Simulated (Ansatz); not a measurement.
The lowest singlet and triplet of CH2 (SMILES [CH2]); geometries from B3LYP-D3(BJ)/def2-TZVP, each state relaxed from the structure named, with no frequency check.
Singlet (charge 0, multiplicity 1):
```xyz
3

C     -0.00073     0.17503     0.00000
H     -0.86001    -0.52870     0.00000
H      0.86442    -0.52146     0.00000
```

A positive gap puts the triplet lower; no zero-point energy. R- takes a restricted singlet. U- takes an unrestricted singlet (broken symmetry where lower, unprojected). The triplet is unrestricted in single-reference levels. Active spaces average the two states.

Cores are frozen in the correlated methods.

Codes used: Ansatz (Gaussian orbitals). Each number belongs to the level named beside it.

```csv
level,"gap E(singlet) − E(triplet), vertical, at the singlet's geometry (kcal/mol)"
U-PBE/def2-TZVPP (spin-contaminated),-1.63
R-PBE0/def2-TZVPP,6.51
U-wB97X-V/def2-TZVPP (spin-contaminated),-5.33
R-CCSD/cc-pVQZ,-0.41
U-CCSD/cc-pVQZ (spin-contaminated),-0.90
R-CCSD(T)/cc-pVDZ,2.09
U-CCSD(T)/cc-pVDZ (spin-contaminated),1.37
R-CCSDT/cc-pVDZ,1.90
"FIC-MRCISD+Q on SA-CASSCF(6,6)/cc-pVQZ",[?]
```

Task: Fill in the missing entries.

Result: 
- FIC-MRCISD+Q on SA-CASSCF(6,6)/cc-pVQZ, gap E(singlet) − E(triplet), vertical, at the singlet's geometry (kcal/mol): -1.99

Doubts at one or more of the structures used: a restricted determinant that unrestricted orbitals would lower (R-PBE0/def2-TZVPP, R-CCSD/cc-pVQZ, R-CCSD(T)/cc-pVDZ, R-CCSDT/cc-pVDZ); T1 above 0.05 (U-CCSD/cc-pVQZ (spin-contaminated)).

Ansatz is a quantum-chemistry and plane-wave program.
